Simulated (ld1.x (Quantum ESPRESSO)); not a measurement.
## promethium, TM semilocal: configuration errors across variants

promethium, norm-conserving Troullier–Martins (semilocal form), made with ld1.x (Quantum ESPRESSO) 7.5 (PBEsol, scalar-relativistic). Core [Kr] 4d10, reference 4f5 5s2 5p6 5d0 6s2 6p0. Waves: 5s (bound): rc 1.75 bohr; 5p (bound): rc 1.90 bohr; 4f (bound): rc 0.95 bohr; 5d (bound, empty): rc 3.35 bohr. Local part: the d channel. Core correction: none.

Occupied shells without a wave of their own: 6s. They enter only through the test configuration that unscreens the potential.

All-electron excitation energies from the reference (eV): (1) 4f5 5s2 5p6 5d0 6s1 6p0 5.891; (2) 4f5 5s2 5p6 5d0 6s0 6p0 16.732; (3) 4f4 5s2 5p6 5d0 6s0 6p0 39.968; (4) 4f5 5s2 5p6 5d1 6s0 6p0 7.089; (5) 4f5 5s1 5p6 5d0 6s2 6p0 47.260; (6) 4f4 5s2 5p6 5d1 6s1 6p0 8.844; (7) 4f5 5s2 5p6 5d0 6s1.5 6p0 2.351.

A semilocal file is local in each channel, so a ghost entry of none says nothing of the separable form that plane-wave codes build from it.

For the base: The 6s level has no wave, so the channel is fitted at the deeper level alone: the likely source of the large errors.

The file “all radii scaled by about 1.17 (s 2.04, p 2.22, d 3.92, f 1.12 bohr)” misses its own reference levels by 0.4 eV. The file “all radii scaled by about 1.21 (s 2.12, p 2.30, d 4.06, f 1.14 bohr)” misses its own reference levels by 0.5 eV. The file “all radii scaled by about 1.28 (s 2.24, p 2.44, d 4.30, f 1.22 bohr)” misses its own reference levels by 0.7 eV.

Errors AE − PS in meV (a dash: test not solved or not reliable):

| change | (1) | (2) | (3) | (4) | (5) | (6) | (7) | bound ghosts |
| --- | --- | --- | --- | --- | --- | --- | --- | --- |
| base | -162 | -440 | -771 | -288 | +11 | -305 | -70 | none |
| all radii scaled by about 0.74 (s 1.30, p 1.40, d 2.48, f 0.70 bohr) | -52 | -142 | -275 | -95 | -23 | -173 | -23 | none |
| all radii scaled by about 0.83 (s 1.46, p 1.58, d 2.78, f 0.78 bohr) | -52 | -140 | -291 | -94 | -24 | -187 | -22 | none |
| all radii scaled by about 0.92 (s 1.60, p 1.74, d 3.06, f 0.88 bohr) | -76 | -207 | -395 | -137 | -15 | -212 | -33 | none |
| all radii scaled by about 1.07 (s 1.88, p 2.04, d 3.58, f 1.02 bohr) | -292 | -797 | -1335 | -522 | +47 | -436 | -126 | none |
| all radii scaled by about 1.17 (s 2.04, p 2.22, d 3.92, f 1.12 bohr) | -516 | -1407 | -2321 | -923 | +89 | -699 | -222 | none |
| all radii scaled by about 1.21 (s 2.12, p 2.30, d 4.06, f 1.14 bohr) | -617 | -1683 | -2753 | -1108 | +106 | -812 | -265 | none |
| all radii scaled by about 1.28 (s 2.24, p 2.44, d 4.30, f 1.22 bohr) | -1018 | -2775 | -4523 | -1857 | +136 | -1323 | -438 | none |

Question: Give the same row for: all radii scaled by about 1.38 (s 2.42, p 2.62, d 4.62, f 1.30 bohr).

Answer: –, –, –, –, –, –, –; bound ghosts: none. Not counted: all (the test run did not reproduce the reference configuration, from which every error is measured).
